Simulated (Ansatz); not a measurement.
[AuF4]- (AuF4⁻) was relaxed with PBE0-D4 (def2-SVPD) in Ansatz in these states: charge -1 singlet, charge -1 triplet, neutral doublet. The geometries follow in no particular order.

In the def2 sets Au takes a core potential; there is no spin–orbit coupling.

A:

Cartesian coordinates in Å:
```
Au 0.0000 0.0000 0.0000
F 0.9435 -1.2415 -1.1431
F -1.5189 -1.1955 0.0448
F -0.9435 1.2415 1.1431
F 1.5189 1.1955 -0.0448
```

B:

```xyz
5

Au    0.0000    0.0000    0.0000
F     1.8614    0.0602    0.1929
F    -0.1840   -0.2345    1.8485
F    -1.8614   -0.0602   -0.1929
F     0.1840    0.2345   -1.8485
```

C:

```xyz
5

Au    0.000    0.000    0.000
F    -0.242   -0.752    1.854
F    -0.814   -1.669   -0.783
F     0.242    0.752   -1.854
F     0.814    1.669    0.783
```

Q: Judge from the bond lengths which geometry belongs to which state (an estimate).

A: A is the charge -1 singlet (Au1–F3 1.933 Å, Au1–F2 1.933 Å, Au1–F4 1.933 Å); B is the neutral doublet (Au1–F3 1.872 Å, Au1–F2 1.872 Å, Au1–F4 1.872 Å); C is the charge -1 triplet (Au1–F3 2.015 Å, Au1–F2 2.015 Å, Au1–F4 2.015 Å).
